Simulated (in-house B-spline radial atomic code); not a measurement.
Relativistic effects in Mo⁶⁺, [Ar] 3d10 4s2 4p6: non-relativistic Hartree-Fock (point nucleus) against Dirac-Hartree-Fock (Fermi nucleus of rms radius 4.4091 fm), both averages of the configuration, computed with an all-electron radial atomic-structure program (B-spline basis).

```json
{"orbital": "1s1/2", "ε NR (Eh)": "-724.43", "ε Dirac (Eh)": "-742.63", "<r> NR (bohr)": "0.0363", "<r> Dirac (bohr)": "0.03516", "change of <r> (%)": "-3.1"}
{"orbital": "2s1/2", "ε NR (Eh)": "-106.11", "ε Dirac (Eh)": "-110.41", "<r> NR (bohr)": "0.1584", "<r> Dirac (bohr)": "0.153", "change of <r> (%)": "-3.4"}
{"orbital": "2p1/2", "ε NR (Eh)": "-97.705", "ε Dirac (Eh)": "-101.48", "<r> NR (bohr)": "0.1361", "<r> Dirac (bohr)": "0.1308", "change of <r> (%)": "-3.9"}
{"orbital": "2p3/2", "ε NR (Eh)": "-97.705", "ε Dirac (Eh)": "-97.538", "<r> NR (bohr)": "0.1361", "<r> Dirac (bohr)": "0.1353", "change of <r> (%)": "-0.5"}
{"orbital": "3s1/2", "ε NR (Eh)": "-21.798", "ε Dirac (Eh)": "-22.616", "<r> NR (bohr)": "0.437", "<r> Dirac (bohr)": "0.4255", "change of <r> (%)": "-2.7"}
{"orbital": "3p1/2", "ε NR (Eh)": "-18.5", "ε Dirac (Eh)": "-19.163", "<r> NR (bohr)": "0.4325", "<r> Dirac (bohr)": "0.4207", "change of <r> (%)": "-2.7"}
{"orbital": "3p3/2", "ε NR (Eh)": "-18.5", "ε Dirac (Eh)": "?", "<r> NR (bohr)": "0.4325", "<r> Dirac (bohr)": "?", "change of <r> (%)": "?"}
{"orbital": "3d3/2", "ε NR (Eh)": "-12.489", "ε Dirac (Eh)": "-12.412", "<r> NR (bohr)": "0.4125", "<r> Dirac (bohr)": "0.4112", "change of <r> (%)": "-0.3"}
{"orbital": "3d5/2", "ε NR (Eh)": "-12.489", "ε Dirac (Eh)": "-12.286", "<r> NR (bohr)": "0.4125", "<r> Dirac (bohr)": "0.4146", "change of <r> (%)": "+0.5"}
{"orbital": "4s1/2", "ε NR (Eh)": "-5.7407", "ε Dirac (Eh)": "-5.8794", "<r> NR (bohr)": "1.092", "<r> Dirac (bohr)": "1.07", "change of <r> (%)": "-2.0"}
{"orbital": "4p1/2", "ε NR (Eh)": "-4.6125", "ε Dirac (Eh)": "-4.7107", "<r> NR (bohr)": "1.168", "<r> Dirac (bohr)": "1.145", "change of <r> (%)": "-2.0"}
{"orbital": "4p3/2", "ε NR (Eh)": "-4.6125", "ε Dirac (Eh)": "?", "<r> NR (bohr)": "1.168", "<r> Dirac (bohr)": "?", "change of <r> (%)": "?"}
```

Q: What happens to 3p3/2?

A: Its energy goes to -18.488 hartree and <r> to 0.4306 bohr (-0.43 %).

Q: What happens to 4p3/2?

A: Its energy goes to -4.601 hartree and <r> to 1.166 bohr (-0.12 %).

Q: What explains the pattern of contraction and expansion?

A: Expansion is seen in 3d5/2. The s and p1/2 orbitals contract directly, screen the nucleus better, and so push out orbitals that have little density near the nucleus; spin-orbit coupling adds to this for j = l + 1/2 and opposes it for j = l - 1/2.

Q: By how much does the total energy change?

A: By -71.853 hartree, from -3967.843 to -4039.696.
